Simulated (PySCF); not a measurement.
Mo(O)(NH)(F)(OH) (FH2MoNO2), SMILES [NH]=[Mo](=[O])([OH])[F], multiplicity 1.

Geometry: B3LYP-D3(BJ)/def2-SVP. The multiplicity is an assumed one; no other spin state was optimised. The structure was generated by enumeration; whether it is a known compound was not checked. The def2 effective core potentials stand for the cores of Mo; spin–orbit coupling is left out. Other conformers were not sampled.

Level of theory: PySCF 2.14.0 with TDA-ωB97X/def2-SVPD.

Vertical excitations. The molecule is in vacuum.

**Question.** List the lowest excited states. (Estimate from the structure and the level; the computed values follow.)

**Answer.** 
| state | energy (eV) | λ (nm) | f | main pairs |
|---|---|---|---|---|
| S1 | 4.52 | 274 | 0.001 | HOMO→LUMO+1 68 %, HOMO→LUMO 21 % |
| S2 | 4.76 | 260 | 0.006 | HOMO→LUMO 56 %, HOMO→LUMO+1 24 %, HOMO−1→LUMO+1 16 % |
| S3 | 5.03 | 246 | 0.006 | HOMO−1→LUMO 85 % |
| S4 | 5.76 | 215 | 0.001 | HOMO−2→LUMO 72 % |
| S5 | 5.89 | 210 | 0.005 | HOMO→LUMO+2 48 %, HOMO→LUMO+3 25 %, HOMO−2→LUMO 12 % |
| S6 | 6.04 | 205 | 0.013 | HOMO→LUMO+3 32 %, HOMO−1→LUMO+1 29 %, HOMO→LUMO+4 6 %, HOMO→LUMO+2 6 % |
| S7 | 6.21 | 200 | 0.001 | HOMO−3→LUMO 54 %, HOMO→LUMO+2 15 %, HOMO−2→LUMO+1 8 % |
| S8 | 6.32 | 196 | 0.019 | HOMO−2→LUMO+1 23 %, HOMO−1→LUMO+1 12 %, HOMO→LUMO+3 10 %, HOMO→LUMO+5 8 % |
| S9 | 6.39 | 194 | 0.005 | HOMO−3→LUMO+1 53 %, HOMO−2→LUMO+1 17 % |
| S10 | 6.63 | 187 | 0.019 | HOMO−1→LUMO+2 71 % |
| T1 | 3.94 | 315 | 0 | HOMO→LUMO 72 %, HOMO−1→LUMO+1 15 % |
| T2 | 4.13 | 300 | 0 | HOMO→LUMO+1 79 % |
| T3 | 4.27 | 291 | 0 | HOMO−1→LUMO+1 46 %, HOMO→LUMO 21 %, HOMO−1→LUMO 13 %, HOMO→LUMO+1 8 % |
| T4 | 4.71 | 263 | 0 | HOMO−1→LUMO 78 % |
Triplets are in the Tamm–Dancoff approximation.
